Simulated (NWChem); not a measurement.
System: H₃SO₄ cation; SMILES O=S(O)(O)=[OH+]

Here is an NWChem input.

```
start job
memory heap 200 mb stack 900 mb global 1100 mb
charge 1
geometry units angstroms noautoz
  O      0.000676    -0.194331    -1.555239
  S     -0.000039    -0.015076    -0.121541
  O     -0.941639     1.106993     0.463149
  O      1.371813     0.366503     0.556662
  O     -0.431324    -1.250974     0.758214
  H     -0.927960     1.933733    -0.085491
  H      2.134960    -0.138161     0.172461
  H     -1.206620    -1.735574     0.372507
end
basis spherical
  * library def2-svp
end
dft
  xc becke88 perdew86
  iterations 150
  mulliken
end
task dft energy
```

NWChem printed, in part:

```
             Northwest Computational Chemistry Package (NWChem) 7.3.0
             --------------------------------------------------------

 C1  symmetry detected

                             Geometry "geometry" -> ""
                             -------------------------

 Output coordinates in angstroms (scale by  1.889725989 to convert to a.u.)

  No.       Tag          Charge          X              Y              Z
 ---- ---------------- ---------- -------------- -------------- --------------
    1 O                    8.0000    -0.00517250     1.57321294     0.00085933
    2 S                   16.0000    -0.00044693     0.12836006     0.00005671
    3 O                    8.0000    -0.69586776    -0.59444141     1.21720901
    4 O                    8.0000     1.40534415    -0.58666781    -0.00507507
    5 O                    8.0000    -0.70375084    -0.59311139    -1.21331135
    6 H                    1.0000    -0.49481399    -0.15242264     2.08259262
    7 H                    1.0000     2.05271678    -0.13999104    -0.61011890
    8 H                    1.0000    -1.55517624    -0.15328584    -1.47083651

 Effective nuclear repulsion energy (a.u.)     294.7778271974

  perdew86 is a nonlocal functional; adding perdew81 local functional.

                                 NWChem DFT Module
                                 -----------------

 Summary of "ao basis" -> "ao basis" (spherical)
 ------------------------------------------------------------------------------
       Tag                 Description            Shells   Functions and Types
 ---------------- ------------------------------  ------  ---------------------
 O                          def2-svp                 6       14   3s2p1d
 S                          def2-svp                 8       18   4s3p1d
 H                          def2-svp                 3        5   2s1p

            General Information
            -------------------
          SCF calculation type: DFT
          Wavefunction type:  closed shell.
          No. of atoms     :     8
          No. of electrons :    50
           Alpha electrons :    25
            Beta electrons :    25
          Charge           :     1
          Spin multiplicity:     1
          Use of symmetry is: off; symmetry adaption is: off
          Maximum number of iterations: 150
          AO basis - number of functions:    89
                     number of shells:    41
          Convergence on energy requested:  1.00D-06
          Convergence on density requested:  1.00D-05
          Convergence on gradient requested:  5.00D-04

              XC Information
              --------------
                    Becke 1988 Exchange Functional  1.000
                Perdew 1981 Correlation Functional  1.000 local
                Perdew 1986 Correlation Functional  1.000 non-local

             Grid Information
             ----------------
          Grid used for XC integration:  medium
          Radial quadrature: Mura-Knowles
          Angular quadrature: Lebedev.
          Tag              B.-S. Rad. Rad. Pts. Rad. Cut. Ang. Pts.
          ---              ---------- --------- --------- ---------
          O                   0.60       49          10.0       434
          S                   1.00       88           8.0       590
          H                   0.35       45          10.0       434
          Grid pruning is: on
          Number of quadrature shells:   419
          Spatial weights used:  Erf1

      Superposition of Atomic Density Guess
      -------------------------------------

 Sum of atomic energies:        -697.60977095

 Renormalizing density from      51.00 to     50

      Non-variational initial energy
      ------------------------------

 Total energy =    -690.971858
 1-e energy   =   -1519.931164
 2-e energy   =     534.181478
 HOMO         =      -0.781757
 LUMO         =      -0.281818

     ---------------------------------------------
      Total Density - Mulliken Population Analysis
     ---------------------------------------------

    Atom       Charge   Shell Charges
 -----------   ------   -------------------------------------------------------
    1 O    8     8.70   1.99  1.19  0.68  3.10  1.72  0.02
    2 S   16    13.97   2.00  2.00  1.06  0.03  5.95  1.34  1.05  0.54
    3 O    8     8.55   1.99  1.15  0.62  3.07  1.72  0.01
    4 O    8     8.55   1.99  1.15  0.62  3.07  1.72  0.01
    5 O    8     8.55   1.99  1.15  0.62  3.07  1.72  0.01
    6 H    1     0.56   0.45  0.05  0.05
    7 H    1     0.56   0.45  0.05  0.05
    8 H    1     0.56   0.45  0.05  0.05

   convergence    iter        energy       DeltaE   RMS-Dens  Diis-err
 ---------------- ----- ----------------- --------- --------- ---------
 d= 0,ls=0.0,diis     1   -699.9754875379 -9.95D+02  2.98D-02  2.45D+00
 d= 0,ls=0.0,diis     2   -699.2802023665  6.95D-01  2.27D-02  9.48D+00
 d= 0,ls=0.0,diis     3   -700.1353033451 -8.55D-01  8.18D-03  6.85D-01
 d= 0,ls=0.0,diis     4   -700.1757908581 -4.05D-02  3.45D-03  2.89D-01
 d= 0,ls=0.0,diis     5   -700.2037222552 -2.79D-02  5.46D-04  2.69D-03
  Resetting Diis
 d= 0,ls=0.0,diis     6   -700.2039993597 -2.77D-04  1.25D-04  2.98D-04
 d= 0,ls=0.0,diis     7   -700.2040294597 -3.01D-05  7.12D-05  1.03D-05
 d= 0,ls=0.0,diis     8   -700.2040241412  5.32D-06  5.67D-05  6.44D-05
 d= 0,ls=0.0,diis     9   -700.2040303700 -6.23D-06  1.07D-05  2.12D-06
 d= 0,ls=0.0,diis    10   -700.2040305194 -1.49D-07  2.05D-06  6.39D-08

         Total DFT energy =     -700.204030519365
      One electron energy =    -1536.809531999479
           Coulomb energy =      602.772616129253
    Exchange-Corr. energy =      -60.944941846531
 Nuclear repulsion energy =      294.777827197392

 Numeric. integr. density =       49.999997982724

                       DFT Final Molecular Orbital Analysis
                       ------------------------------------

[...]
```

Level: BP86/def2-SVP. Structure relaxed at the PBE-D3(BJ)/def2-SVP level.
